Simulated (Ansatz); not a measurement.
`[NH2][AlH][N]([SiH3])[SiH3]` and `[NH2][Mg][N]([SiH3])[SiH3]` differ in one atom or group.

Ansatz, PBE0-D4/def2-TZVP geometries, multiplicity 1. Each molecule was computed in one conformer, which needn't be the lowest.

```tsv
property	`[NH2][AlH][N]([SiH3])[SiH3]`
LUMO energy (PBE/def2-TZVPP) / eV	-1.06
HOMO energy (PBE0/def2-TZVPP) / eV	-7.42
HOMO–LUMO gap (B3LYP/def2-TZVPP) / eV	6.77
HOMO–LUMO gap (ωB97M-V/def2-TZVPP) / eV	11.10
HOMO energy (ωB97M-V/def2-TZVPP) / eV	-9.74
LUMO energy (PBE0/def2-TZVPP) / eV	-0.22
```

Task: What does the change do to each property? (Best estimate.)

Result: Ansatz gave: 
```
                               property  `[NH2][Mg][N]([SiH3])[SiH3]`  shift
      LUMO energy (PBE/def2-TZVPP) / eV                         -2.01  -0.95
     HOMO energy (PBE0/def2-TZVPP) / eV                         -6.52   0.90
  HOMO–LUMO gap (B3LYP/def2-TZVPP) / eV                          4.79  -1.98
HOMO–LUMO gap (ωB97M-V/def2-TZVPP) / eV                          9.04  -2.06
  HOMO energy (ωB97M-V/def2-TZVPP) / eV                         -8.94   0.80
     LUMO energy (PBE0/def2-TZVPP) / eV                         -1.26  -1.04
```

With PBE0 the HOMO rises by 0.90 eV and the LUMO falls by 1.04 eV, so the gap narrows by about 1.94 eV. PBE moves the HOMO by 0.91 eV and ωB97M-V by 0.80 eV.

B3LYP here is the variant with VWN-RPA as its local correlation; programs differ in this.
